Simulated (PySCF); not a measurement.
C₃H₄BF₃. Atoms are numbered in the order given.

```xyz
11

C      2.0216    -0.5499     0.2643
C      0.6817     0.1199     0.0574
C      0.6175     1.4485    -0.0882
F     -0.5185     2.1140    -0.2753
B     -0.6019    -0.7608     0.0180
F     -0.4919    -2.0788     0.1599
F     -1.8244    -0.2820    -0.1490
H      2.0432    -1.1010     1.2180
H      2.8480     0.1778     0.2728
H      2.2220    -1.2838    -0.5324
H      1.4844     2.1217    -0.0697
```
Charge 0, spin multiplicity 1.

Geometry: ωB97X-D3(BJ)/def2-SVP. The structure was generated by enumeration; whether it is a known compound was not checked. The values are those of a single conformer.

Computed with B3LYP/pcSseg-1 (PySCF).

GIAO shieldings, no solvent; atoms listed in one row are averaged. δ = σ(ref) − σ: ¹³C against TMS (σ = 181.3 ppm); ¹⁹F against CFCl3 (σ = 161.7 ppm); ¹¹B against BF3 (σ = 86.3 ppm); ¹H against TMS (σ = 31.68 ppm), references at their B3LYP-D3(BJ)/def2-TZVP geometries, non-relativistic.

Computed chemical shifts:
```json
[
 {"nucleus": "¹³C", "atoms": "C3", "count": "1", "δ (ppm)": "177.2"},
 {"nucleus": "¹³C", "atoms": "C2", "count": "1", "δ (ppm)": "113.4"},
 {"nucleus": "¹³C", "atoms": "C1", "count": "1", "δ (ppm)": "17.5"},
 {"nucleus": "¹⁹F", "atoms": "F6", "count": "1", "δ (ppm)": "-83.2"},
 {"nucleus": "¹⁹F", "atoms": "F4", "count": "1", "δ (ppm)": "-87.1"},
 {"nucleus": "¹⁹F", "atoms": "F7", "count": "1", "δ (ppm)": "-88.3"},
 {"nucleus": "¹¹B", "atoms": "B5", "count": "1", "δ (ppm)": "12.9"},
 {"nucleus": "¹H", "atoms": "H11", "count": "1", "δ (ppm)": "7.41"},
 {"nucleus": "¹H", "atoms": "H8, H9, H10", "count": "3", "δ (ppm)": "1.96"}
]
```
